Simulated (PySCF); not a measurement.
Isomers of C6H9N3. The calculation used PBE0-D3(BJ)/def2-SVP geometry optimisation, gas phase (PySCF 2.14.0). Energies are electronic, without zero-point or thermal terms, for one conformer each. No frequencies were run at this level. Point groups hold within 0.08 Å.

Problem. Order them by energy at this level, lowest first, and give relative energies in kJ/mol.
A. `[CH2:1]=[CH:2][n:3]1[n:4][c:5]([CH3:6])[c:7]([CH3:8])[n:9]1` with C1–C2–N3–N4 180°
B. `[CH2:1]=[CH:2][CH2:3][n:4]1[cH:5][c:6]([CH3:7])[n:8][n:9]1` with C1–C2–C3–N4 -124°, C2–C3–N4–C5 55°
C. `[CH3:1][CH2:2][c:3]1[n:4][cH:5][c:6]([CH3:7])[n:8][n:9]1` with C1–C2–C3–N4 57°
D. `[CH2:1]=[CH:2][c:3]1[n:4][n:5]([CH3:6])[n:7][c:8]1[CH3:9]` with C1–C2–C3–N4 0°
E. `[CH3:1][CH2:2][CH2:3][c:4]1[n:5][cH:6][n:7][cH:8][n:9]1` with C1–C2–C3–C4 180°, C2–C3–C4–N5 -89°

Solution. E (0.0), C (95.9), A (103.4), D (110.4), B (161.9).

As drawn, the highest has an N–N linkage and a C=C bond outside aromatic rings, which the lowest lacks. Neighbours under 10 kJ/mol apart (CCc1ncc(C)nn1 and C=Cn1nc(C)c(C)n1; C=Cn1nc(C)c(C)n1 and C=Cc1nn(C)nc1C) can change places with a better method, another conformer or zero-point energy.

| SMILES | E (Eh) | E rel (kJ/mol) | dipole (D) | point group | A, B, C (MHz) |
| --- | --- | --- | --- | --- | --- |
| CCCc1ncncn1 | -397.57619 | 0.0 | 0.97 | Cs | 4795, 911.0, 823.3 |
| CCc1ncc(C)nn1 | -397.53966 | 95.9 | 2.54 | C1 | 4763, 1025, 893.6 |
| C=Cn1nc(C)c(C)n1 | -397.53683 | 103.4 | 1.21 | Cs | 3384, 1211, 901.8 |
| C=Cc1nn(C)nc1C | -397.53415 | 110.4 | 0.51 | – | 2393, 1466, 919.5 |
| C=CCn1cc(C)nn1 | -397.51452 | 161.9 | 4.44 | C1 | 4192, 940.0, 804.4 |
